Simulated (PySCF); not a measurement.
C6H8. Atoms are numbered in the order given.

```xyz
14

C      2.9459     0.2114     0.0000
C      1.6913    -0.1594     0.0000
C      0.4319    -0.5266     0.0000
C     -0.7278     0.3943     0.0000
C     -1.9806     0.0142    -0.7472
C     -1.9806     0.0142     0.7472
H      3.4939     0.3722     0.9355
H      3.4939     0.3722    -0.9355
H      0.2063    -1.6024     0.0000
H     -0.4625     1.4551     0.0000
H     -2.5198     0.8064    -1.2729
H     -1.9863    -0.9496    -1.2640
H     -2.5198     0.8064     1.2729
H     -1.9863    -0.9496     1.2640
```
Charge 0, spin multiplicity 1.

Geometry: PBE0-D3(BJ)/def2-SVP. One conformer was computed; it need not be the lowest.

Level of theory: PBE/def2-TZVP (PySCF).

```yaml
total_energy: -233.12518 hartree
point_group: Cs
highest_occupied_level: -5.64 eV
lowest_empty_level: -0.70 eV
orbital_gap: 4.94 eV
dipole_moment: 0.63 D
quadrupole, principal values (traceless, Buckingham form, about the centre of nuclear charge): -1.94, 0.27, 1.67 D·Å
mean_static_polarisability: 77.3 bohr³ (11.45 Å³)
polarisability_principal_values: 56.1, 57.1, 118.7 bohr³
```
